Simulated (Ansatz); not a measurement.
Geometry optimisation, RKS PBE/def2-SVP in Ansatz 0.2.0.

input.yaml

```yaml
crystal:
  periodic: [false, false, false]
  atoms:
    - { symbol: W, position_ang: [0.0, 0.0, 0.0] }
    - { symbol: O, position_ang: [0.0, 0.0, 2.29] }
    - { symbol: H, position_ang: [-0.9095, -0.2814, 2.6271] }
    - { symbol: F, position_ang: [1.85, 0.0, 0.0] }
    - { symbol: F, position_ang: [0.0, 1.85, 0.0] }
    - { symbol: O, position_ang: [-1.94, 0.0, 0.0] }
    - { symbol: H, position_ang: [-2.2771, -0.1263, 0.9437] }
    - { symbol: F, position_ang: [0.0, -1.85, 0.0] }
    - { symbol: F, position_ang: [0.0, 0.0, -1.85] }
    - { symbol: F, position_ang: [1.4129, 1.4719, 0.6779] }
    - { symbol: H, position_ang: [0.9245, 0.9631, 1.8084] }
basis:
  gaussian: { orbitals: def2-SVP }
hamiltonian:
  xc: pbe
relax:
  f_tol: 0.15
  max_steps: 25
  restrain:
    - { distance: [0, 9], at: 3.05, k: 30.0 }
    - { distance: [10, 1], at: 2.21, k: 30.0 }
    - { distance: [0, 1], at: 1.94, k: 30.0 }
    - { distance: [10, 9], at: 0.92, k: 30.0 }
```

Run as:

```bash
$ ansatz run input.yaml --threads 4 --pin off --max-ram 5120MiB --backend cpu --events-out ev --progress --plain --runs-dir out
```

Problem. Where does it end, and by what steps?

Solution. It converged. The restraints hold the end off the free minimum; the threshold counts their pulls, which the force column leaves out. Restrained pairs: W1–F10 (2.15 → 3.06 Å), O2–H11 (1.42 → 2.21 Å), W1–O2 (2.29 → 1.92 Å), F10–H11 (1.33 → 0.93 Å). After 24 steps the energy has fallen by 8.955 eV (the restraints' own energy left out); H7 moved furthest, 1.38 Å. The start is strongly strained (largest force component 14 eV/Å), so its close contacts needn't be bonds.

| step | energy less start (eV) | largest force component (eV/Å) | accepted |
| --- | --- | --- | --- |
| 0 | 0.0000 | 14.034 | yes |
| 1 | -3.7879 | 9.718 | yes |
| 2 | -5.9576 | 4.733 | yes |
| 3 | -7.2139 | 3.619 | yes |
| 4 | -8.1446 | 1.097 | yes |
| 5 | -8.4905 | 0.624 | yes |
| 6 | -8.6185 | 0.672 | yes |
| 7 | -8.7157 | 0.515 | yes |
| 8 | -8.7449 | 0.527 | yes |
| 9 | -8.6947 | 1.575 | no |
| 10 | -8.7628 | 0.496 | yes |
| 11 | -8.7769 | 0.322 | yes |
| 12 | -8.7692 | 0.881 | no |
| 13 | -8.7829 | 0.367 | yes |
| 14 | -8.7872 | 0.461 | yes |
| 15 | -8.7973 | 0.448 | yes |
| 16 | -8.8102 | 0.448 | yes |
| 17 | -8.7725 | 2.231 | no |
| 18 | -8.8277 | 0.437 | yes |
| 19 | -8.8444 | 0.643 | yes |
| 20 | -8.8766 | 0.522 | yes |
| 21 | -8.9251 | 0.626 | yes |
| 22 | -8.9413 | 0.577 | yes |
| 23 | -8.8913 | 1.615 | no |
| 24 | -8.9553 | 0.622 | yes |

```xyz
11
Properties=species:S:1:pos:R:3
W -0.167 0.005 0.123
O -0.027 0.104 2.035
H -0.427 -0.525 2.665
F 1.579 -0.031 -0.549
F -0.207 1.853 -0.143
O -2.054 -0.080 0.362
H -2.661 -0.266 -0.379
F 0.019 -1.864 0.350
F -0.672 -0.373 -1.661
F 2.002 1.721 1.427
H 1.676 1.484 2.267
```

The run took 56 s on 4 threads of Arm Neoverse V2 (shared host), peak memory 0.22 GiB.
